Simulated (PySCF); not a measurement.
**Solvent effects on NMR parameters**

Mapped SMILES: `[CH3:1][S:2](=[O:3])(=[O:4])[CH2:5][B:6]([OH:7])[OH:8]` (H(Xn): hydrogen on atom n).

GIAO PBE0/pcSseg-1 in PySCF 2.14.0 with density-fitted response routines on one PBE0-D3(BJ)/def2-SVP conformer, non-relativistic, equivalent nuclei averaged. Solvents enter as an IEF-PCM continuum (chloroform with ε = 4.7, methanol with ε = 32.6) around the gas-phase geometry. Shifts are referred to TMS, CS2, BF3·OEt2 computed in the same medium.

In chloroform, δ in ppm: C1 46.3, C5 46.3, S2 311.8, B6 27.5, H(O7)/H(O8) 6.45, H(C1) 2.81, H(C5) 2.73. Dipole moment 4.26 D.

(1) How does each δ change in the more polar medium?

(2) Which nuclei move most (in ppm), and what does the model miss?

Answers

(1) 
| atoms | environment | Δδ, methanol |
| --- | --- | --- |
| C1 | methyl carbon bonded to S | +0.6 |
| C5 | sp3 CH2 bonded to B and S | +0.2 |
| S2 | sulfone sulfur | +2.6 |
| B6 | boron bonded to C, 2 O | +0.2 |
| H(O7)/H(O8) | hydrogen on an oxygen bonded to B | +0.07 |
| H(C1) | hydrogen on a methyl carbon bonded to S | +0.09 |
| H(C5) | hydrogen on an sp3 CH2 bonded to B and S | +0.08 |

Changes are relative to chloroform. The dipole moment becomes 4.53 D in methanol.

(2) S2 (sulfone sulfur, +2.6 ppm) in methanol. A continuum only polarises the solute; specific hydrogen bonds, the anisotropy of aromatic solvents and changes of geometry or conformer are outside it.
